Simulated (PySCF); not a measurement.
C2H4NOSn (doublet state).
Bonds: N1–C2 (triple), C2–C3, C3–O4, O4–Sn5. Hydrogens: H6 on C3; H7, H8, H9 on Sn5.

Level of theory: PySCF, PBE0-D3(BJ)/def2-SVP geometry optimisation, gas phase, def2 core potentials past Kr.

(1) How far are the bound atoms from Sn5?

(2) List the angles at Sn5.

(3) What is the shape at Sn5?

(4) What are the other bond lengths?

(5) Give some angles away from the centre.

(6) What are the rotational constants (commonest isotopes, rigid rotor)?

Answers

(1) 4 atoms: H8 1.702 Å, H9 1.703 Å, H7 1.703 Å, O4 2.045 Å. The nearest atom not counted as bound is C3, at 2.98 Å.

(2) 
| angle | degrees | distance of the outer atoms (Å) |
| --- | --- | --- |
| H7–Sn5–H9 | 114.9 | 2.87 |
| H7–Sn5–H8 | 114.4 | 2.86 |
| H8–Sn5–H9 | 114.4 | 2.86 |
| O4–Sn5–H9 | 105.9 | 3.00 |
| O4–Sn5–H7 | 105.8 | 3.00 |
| O4–Sn5–H8 | 99.4 | 2.87 |

(3) Distorted tetrahedral: angles from 99.4° to 114.9°; τ4 = (360° − α − β)/141° = 0.93 with α and β the two widest (0 for a square, 1 for a tetrahedron).

(4) N1≡C2 1.174 Å; C2–C3 1.396 Å; C3–O4 1.324 Å; C3–H6 1.094 Å.

(5) N1–C2–C3 177.1°, C2–C3–O4 122.8°, C3–O4–Sn5 123.1°.

(6) A = 6274, B = 1548, C = 1267 MHz: an asymmetric top.

Point group: Cs (tolerance 0.08 Å). Charge 0, doublet. ⟨S²⟩ = 0.765 (exact for a doublet: 0.75). PBE0-D3(BJ)/def2-SVP frequencies: not computed here.

Time: 80 s; peak memory 0.43 GiB. Hardware: an Arm Neoverse N1 with one thread (shared host). These figures are those of the optimisation.

The values belong to the conformer `[N:1]#[C:2][CH:3][O:4][SnH3:5]`: C2–C3–O4–Sn5 1°.
